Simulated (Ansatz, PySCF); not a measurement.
COS, charge +1, doublet, at a GFN2-xTB geometry (a state made from the parent by changing its charge; the spin is typed, not shown lowest). Base run: CASSCF(3,3)/def2-SVP run with PySCF.

PySCF was given this input:
```python
from pyscf import gto, scf, mcscf
import numpy

mol = gto.M(
    atom='''
O    -0.00000000   -0.00000000   -1.68367357
C    -0.00000000   -0.00000000   -0.55245671
S     0.00000000    0.00000000    1.04900805
''',
    basis='def2-svp',
    charge=1,
    spin=1,
    verbose=4,
)

mf = scf.ROHF(mol)
mf.kernel()
mc = mcscf.CASSCF(mf, 3, 3)
mc.fix_spin_(ss=0.75)
mc.kernel()
occ = numpy.linalg.eigvalsh(mc.fcisolver.make_rdm1(mc.ci, mc.ncas, mc.nelecas))[::-1]
ss = mc.fcisolver.spin_square(mc.ci, mc.ncas, mc.nelecas)[0]
print('natural occupations', occ.round(4), ' <S^2>', round(ss, 4))
```

Programs used: Ansatz (a program for electronic structure), PySCF; a row that names a program was run with it.

The base run was repeated with changes; each row names its change, and settings that it needs were set with it.

```tsv
change	ΔE vs base (mEh)	natural occupations	<S^2> of the state
base	0.000	1.96 1.00 0.04	0.75
active space = 7 electrons, 5 orbitals	-6.950	1.99 1.99 1.95 1.01 0.05	0.75
orbitals = fixed (CASCI); correction = SC-NEVPT2	-400.2	1.98 1.00 0.02	0.75
conv_tol = 1e-5	0.000	1.96 1.00 0.04	0.75
active space = 9 electrons, 8 orbitals	-92.705	1.98 1.98 1.95 1.93 1.01 0.07 0.07 0.02	0.75
state_average = 2 states	16.960	-	-
correction = SC-NEVPT2	-394.4	1.96 1.00 0.04	0.75
solver = newton	0.000	1.96 1.00 0.04	0.75
active space = 5 electrons, 6 orbitals	-64.003	1.95 1.94 1.00 0.06 0.05 0.00	0.75
active space = 9 electrons, 7 orbitals	-68.375	2.00 1.99 1.95 1.94 1.01 0.06 0.06	0.75
code = ansatz	-10.389	-	-
```

Active orbitals are taken around the Fermi level unless the row says otherwise; CASSCF can end in different local minima, and two programs can end on different orbitals. State-averaged rows give the lowest state.

Open shells are given as the SCF converged; they aren't shown to be the lowest states, and a large step between rows can be another state.
